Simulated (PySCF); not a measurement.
Compound: C5H11OP.
InChI=1S/C5H11OP/c1-2-7-5-3-4-6/h2,6H,3-5H2,1H3

Computed with PySCF, TDDFT B3LYP/def2-SVPD, vertical, gas phase, core orbitals frozen in the response. One conformer (not necessarily the lowest) at the GFN2-xTB geometry, without solvent, vibrations or thermal averaging. Torsions of this conformer, `[CH3:1]/[CH:2]=[P:3]\[CH2:4][CH2:5][CH2:6][OH:7]`: C2–P3–C4–C5 77°, P3–C4–C5–C6 62°, C4–C5–C6–O7 -179°, H–O7–C6–C5 -60°.

Computed states:

```tsv
state	E (eV)	f
S1	4.48	0.0081
S2	5.32	0.200
S3	5.55	0.042
S4	6.18	0.0028
S5	6.28	0.0041
S6	6.45	0.0058
S7	6.54	0.019
S8	6.68	0.0099
```

Broadening: Gaussians 0.3 eV wide at half height, area fixed by f = 4.319×10⁻⁹ ∫ε dν̃. The cross-section is σ = 3.8235×10⁻²¹ ε cm², given in Mb (10⁻¹⁸ cm²). The width is an assumption, not a result. The curve ends short of the highest state used, and states not computed would add to its high-energy end.

(1) What does the envelope look like, and where are its maxima?

(2) On this curve, what absorbance would a 10⁻⁵ mol/L sample give at 222 nm over a 1 cm path?

(3) Coming from long wavelengths, where does ε first pass 100 L mol⁻¹ cm⁻¹?

Results:

(1) 
```json
{"λ (nm)": "203.8", "σ (Mb)": "1.22"}
{"λ (nm)": "207.4", "σ (Mb)": "0.44"}
{"λ (nm)": "211.0", "σ (Mb)": "0.67"}
{"λ (nm)": "214.5", "σ (Mb)": "3.10"}
{"λ (nm)": "218.1", "σ (Mb)": "9.61"}
{"λ (nm)": "221.7", "σ (Mb)": "20.46"}
{"λ (nm)": "225.3", "σ (Mb)": "37.04"}
{"λ (nm)": "228.9", "σ (Mb)": "58.76"}
{"λ (nm)": "232.5", "σ (Mb)": "71.27"}
{"λ (nm)": "236.0", "σ (Mb)": "61.31"}
{"λ (nm)": "239.6", "σ (Mb)": "36.68"}
{"λ (nm)": "243.2", "σ (Mb)": "15.54"}
{"λ (nm)": "246.8", "σ (Mb)": "4.78"}
{"λ (nm)": "250.4", "σ (Mb)": "1.10"}
{"λ (nm)": "253.9", "σ (Mb)": "0.22"}
{"λ (nm)": "257.5", "σ (Mb)": "0.12"}
{"λ (nm)": "261.1", "σ (Mb)": "0.31"}
{"λ (nm)": "264.7", "σ (Mb)": "0.77"}
{"λ (nm)": "268.3", "σ (Mb)": "1.51"}
{"λ (nm)": "271.9", "σ (Mb)": "2.29"}
{"λ (nm)": "275.4", "σ (Mb)": "2.76"}
{"λ (nm)": "279.0", "σ (Mb)": "2.69"}
{"λ (nm)": "282.6", "σ (Mb)": "2.15"}
{"λ (nm)": "286.2", "σ (Mb)": "1.43"}
{"λ (nm)": "289.8", "σ (Mb)": "0.80"}
{"λ (nm)": "293.3", "σ (Mb)": "0.39"}
{"λ (nm)": "296.9", "σ (Mb)": "0.16"}
{"λ (nm)": "300.5", "σ (Mb)": "0.06"}
{"λ (nm)": "304.1", "σ (Mb)": "0.02"}
{"λ (nm)": "307.7", "σ (Mb)": "0.01"}
```

Maxima: 277 nm (4.48 eV), ε about 730, made up of S1 (100%); 233 nm (5.33 eV), ε about 19000, made up of S2 (96%) (ε in L mol⁻¹ cm⁻¹; maxima over ε = 5, shares over 10%). At its high-energy end, 6.08 eV, the curve is still rising (ε about 310, from S4 and S5).

(2) 222 nm is 5.585 eV, where ε is about 5600 L mol⁻¹ cm⁻¹, so A = ε c l ≈ 0.056 (Beer–Lambert, with the gas-phase spectrum and the assumed width).

(3) At about 293 nm (4.23 eV), 0.25 eV below S1.
